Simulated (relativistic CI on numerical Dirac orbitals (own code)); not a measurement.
How well does a small relativistic CI reproduce Re?

Method of calculation: Dirac-Coulomb-Breit CI, KLI orbitals optimised for each configuration, model QED (radiative potential, 1s self-energy scaled to tabulated hydrogen-like ionisation energies), valence Slater integrals scaled by 0.85, configuration energies shifted to the measured levels that pair with them (semi-empirical) (own radial code, finite nucleus).

Configuration list (outside the closed core [Xe] 4f14): 5d⁵6s², 5d⁶6s, 5d⁵6s6p, 5d⁶6p, 5d⁵6s6d, 5d⁷, 5d⁵6p², 5d⁴6s²6p, 5d⁵6s6f, 5d⁶6d, 5d³6s²6p², 5d⁴6s²5f, 5d⁶5f, 5d⁴6s²5g, 5d⁶6f, 5d⁶5g, 5d⁵6s7s, 5d⁶7s, 5d⁵6s7p, 5d⁶7p, 5d⁴6s²8s, 5d⁴6s6p², 5d⁴6s²7d, 5d⁴6s²8p, 5d⁴6s²7s, 5d⁵6s8s, 5d⁴6s6p7s, 5d³6s²6p7p, 5d⁵6s5f, 5d³6s²7s². Levels of other configurations are missing.

| Configuration | Term (tabulated) | J | Measured (cm⁻¹) | Computed | Error | Purity (%) |
| --- | --- | --- | --- | --- | --- | --- |
| 5d⁵6s² | 6S | 5/2 | 0.0 | 0 | 0 | 84 |
| 5d⁶6s | 6D | 9/2 | 11754.5 | 12024 | 270 | 91 |
| 5d⁶6s | 6D | 7/2 | 14216.9 | 14159 | -58 | 93 |
| 5d⁵6s² | 4G | 11/2 | 16307.1 | 16698 | 391 | 78 |
| 5d⁶6s | 6D | 3/2 | 16327.5 | 16387 | 60 | 69 |
| 5d⁵6s² | 4G | 9/2 | 16619.3 | 16966 | 347 | 80 |
| 5d⁵6s6p | 8P° | 5/2 | 18950.1 | 19226 | 276 | 92 |
| 5d⁵6s6p | 8P° | 7/2 | 20447.8 | 20840 | 392 | 89 |
| 5d⁵6s6p | 8P° | 9/2 | 23631.8 | 23483 | -149 | 94 |
| 5d⁵6s6d | e 8D | 11/2 | 50464.3 | 50464 | 0 | 95 |

Measured levels from NIST Handbook of Basic Atomic Spectroscopic Data (Sansonetti and Martin, J. Phys. Chem. Ref. Data 34, 1559 (2005)); pairs were made by configuration, J and term (by order where the table uses no LS term), so strongly mixed levels may be paired wrongly.

Mean error by configuration (cm⁻¹): 5d⁶6s 90; 5d⁵6s² 369; 5d⁵6s6p 173; 5d⁵6s6d 0. Over the excited levels the mean absolute error is 216 cm⁻¹ (9 of the 18 excited levels that our extract of the source holds in range could be paired, and the others can miss by more), and the median relative error of those above 1,000 cm⁻¹ is 1.5 %, both after the shifts were fitted to these levels, so that a configuration with one level shows no error. Some levels of the ground configuration have no partner.

Configurations whose levels could be paired with our table of measured levels were shifted onto them, all but the ground configuration, by the median error of their levels; single terms can still be off by 1,000 to 2,000 cm⁻¹ or more, and rates follow the energies as ν³ (E1, M1) or ν⁵ (E2). The others borrow a shift and can be off by several thousand cm⁻¹ or more. The fine structure of a lone outer electron comes out too small, for d and f at times inverted, and misplaced configurations move strength between like terms. 9 of the 18 excited levels that our extract of the measured tables holds in this range could be paired (the sources list more); they are missed by 216 cm⁻¹ on average and 392 at most, after the shifts were fitted to these levels, and levels without a partner can miss by more. Some levels of the ground configuration have no partner and can miss by 10 % or more.

Shifts applied (cm⁻¹): 5d⁵6s² 0; 5d⁶6s 644; 5d⁵6s6d 5192.
